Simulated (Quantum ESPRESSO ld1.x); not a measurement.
The numbers below are computed, except where a source is named.
Mean orbital radii <r> (bohr) of the terbium ion Tb11+, [Kr] 4d10 4f6 5s2, at several levels of relativity; Dirac values are averaged over j with weights 2j + 1. Spin-unpolarised spherical Kohn-Sham, revPBE, point nucleus, ld1.x of Quantum ESPRESSO 7.5. A level marked "c x" has the speed of light scaled by that factor and shares open shells by 2j + 1; other Dirac levels either fill j = l - 1/2 first or share by 2j + 1.

shell,non-rel.,scalar-rel.,"Dirac, low j first","Dirac, c x 1.25","change of magnitude, last against first (%)"
2s,0.09925,0.09149,0.09094,0.09403,-5.26
2p,0.08415,0.08088,0.08052,0.08186,-2.73
3s,0.2556,0.2393,0.2389,0.2451,-4.12
3p,0.2454,0.2380,0.2373,0.2403,-2.09
3d,0.2175,0.2164,0.2165,0.2168,-0.32
4s,0.5714,0.5378,0.5378,0.5502,-3.70
4p,0.5826,0.5675,0.5668,0.5725,-1.74
4d,0.6081,0.6082,0.6086,0.6082,+0.01
5s,1.208,1.149,1.150,1.171,-3.03
4f,0.6776,0.6913,0.6922,0.6863,+1.28
5p (empty),1.276,1.251,1.250,1.260,-1.30
6s (empty),2.131,2.054,2.055,2.083,-2.24
